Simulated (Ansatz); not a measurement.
C2H5FOSe (`COC(F)[SeH]`) at its PBE0-D4/def2-TZVP geometry, where that method's forces vanish. Charge 0, multiplicity 1.

```xyz
10

C    -0.2512    0.8056   -1.2152
O    -0.4703    0.4573    0.1447
C     0.4641   -0.3886    0.6442
F     1.6645    0.2560    0.8433
Se   -0.0874   -1.0395    2.4094
H    -1.1063    1.4041   -1.5229
H     0.6646    1.3906   -1.3282
H    -0.1909   -0.0922   -1.8413
H     0.6710   -1.2266   -0.0320
H    -1.3581   -1.5666    1.8980
```

**Question.** What forces (eV/Å) does PBE-D4/def2-TZVPP give on these atoms in Ansatz 0.2.0? (Estimate.)

**Answer.** The calculation gave: 
```
C1   0.030  0.074 -0.272
O2  -0.547  0.234  0.296
C3  -0.180 -0.344 -0.092
F4   0.733  0.338  0.140
Se5  0.107 -0.046  0.478
H6  -0.176  0.127 -0.075
H7   0.195  0.132 -0.051
H8   0.022 -0.190 -0.155
H9   0.050 -0.225 -0.175
H10 -0.234 -0.100 -0.096
```
